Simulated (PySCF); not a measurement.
A PySCF script (with the pyscf-properties extension) for the NMR shieldings of SMILES C[O+]([AlH3-])CC(F)(F)F, C₃H₈AlF₃O, on a GFN2-xTB geometry:

```python
import basis_set_exchange as bse
import numpy as np
from pyscf import gto, dft
from pyscf.prop import nmr

atoms = """
C     0.343955    1.508004    0.246533
O     0.479077    0.142936   -0.108480
Al    1.942245   -0.752508    0.714037
C    -0.505006   -0.390043   -0.941775
C    -1.851228   -0.562966   -0.228309
F    -2.518542    0.597789   -0.107631
F    -2.648364   -1.386033   -0.916621
F    -1.709742   -1.058970    0.996519
H    -0.535866    1.681381    0.868197
H     0.304025    2.135237   -0.647398
H     1.242119    1.740995    0.820694
H     1.538249   -0.544345    2.216231
H     1.658964   -2.131955    0.000245
H     3.063725    0.190662    0.135600
H    -0.662712    0.225828   -1.836565
H    -0.148496   -1.387068   -1.222686
"""
names = dict.fromkeys(["C", "O", "Al", "F", "H"], "pcSseg-1")
basis = {el: gto.basis.parse(bse.get_basis(n, elements=[el], fmt="nwchem")) for el, n in names.items()}
mol = gto.M(atom=atoms, basis=basis, charge=0, verbose=0)
mf = dft.RKS(mol, xc="PBE0")
mf.grids.level = 2
mf.grids.alignment = dft.numint.BLKSIZE   # the property module wants whole blocks of grid points
mf.conv_tol = 1e-9
mf.kernel()

calc = nmr.RKS(mf)   # GIAO
C = mf.mo_coeff
Co = C[:, mf.mo_occ > 0]
resp = mf.gen_response(singlet=True, hermi=2)
def vind(x):   # induced exchange potential for any number of trial vectors
    d = np.einsum("pi,xij,qj->xpq", C, 2 * x.reshape(-1, C.shape[1], Co.shape[1]), Co, optimize=True)
    return np.einsum("xpq,pi,qj->xij", resp(d - d.transpose(0, 2, 1)), C, Co, optimize=True).ravel()
mo1, _ = nmr.rhf.solve_mo1(calc, with_cphf=vind)
sigma = calc.kernel(mo1)
for i, s in enumerate(sigma):   # ppm
    print("%2d %-2s %9.2f" % (i, mol.atom_pure_symbol(i), np.trace(s) / 3))
```

Question: Give the expected output.

Answer: 
```
 0 C     124.26
 1 O     330.80
 2 Al    395.79
 3 C     112.11
 4 C      54.92
 5 F     244.66
 6 F     258.03
 7 F     262.33
 8 H      27.56
 9 H      28.23
10 H      27.09
11 H      27.28
12 H      27.55
13 H      27.29
14 H      27.85
15 H      26.63
```

These numbers come from an equivalent density-fitted implementation of the same equations, which agrees with the script to about 0.01 ppm for H and up to a few tenths of a ppm for heavy atoms, so last digits may differ.

Size and cost of the density-fitted run: 183 basis functions, 78 s wall time on 1 thread of an Intel Xeon, shared host; peak memory 0.83 GiB.
